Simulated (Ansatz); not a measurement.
Reaction (cleavage of the B–B bond): `FBB[SiH3]` + `CNC` → `CN(C)B[SiH3]` + `BF`

Isolated molecules relaxed with PBE0-D4/def2-TZVP in Ansatz; ΔE leaves out vibrations. CCSD(T)/CBS is the MP2 limit (def2-TZVPP, def2-QZVPP) plus CCSD(T) − MP2 in def2-TZVPP, frozen cores. This one scheme is used for every species. DFT in def2-TZVPP. B3LYP here is the variant with VWN-RPA as its local correlation; programs differ in this. One conformer a species, not always the lowest.

**Question.** Is it downhill or uphill in electronic energy at CCSD(T)/CBS, and by how much? (Estimate.)

**Answer.** Computed: Downhill: ΔE = -42.9 kcal/mol.

**Question.** What do these levels give: r2SCAN-D4, B3LYP-D4, PBE0, MP2/def2-TZVPP, MP2/CBS(def2), CCSD/CBS(def2)? (Estimate.)

**Answer.** Computed: r2SCAN-D4 -41.0, B3LYP-D4 -42.1, PBE0 -39.7, MP2/def2-TZVPP -45.7, MP2/CBS(def2) -45.1, CCSD/CBS(def2) -41.5 kcal/mol.

Largest T1 diagnostic among the species: 0.014.

In def2-TZVPP, CCSD(T) changes the Hartree–Fock value by −5.8 kcal/mol (the triples alone add −1.4 kcal/mol) and MP2 by −8.0 kcal/mol. The D4 term adds −2.1 kcal/mol with B3LYP and −1.2 kcal/mol with PBE0; it sums over pairs of atoms, weighted by their polarisabilities, and B3LYP, whose exchange is more repulsive, gets the larger term.
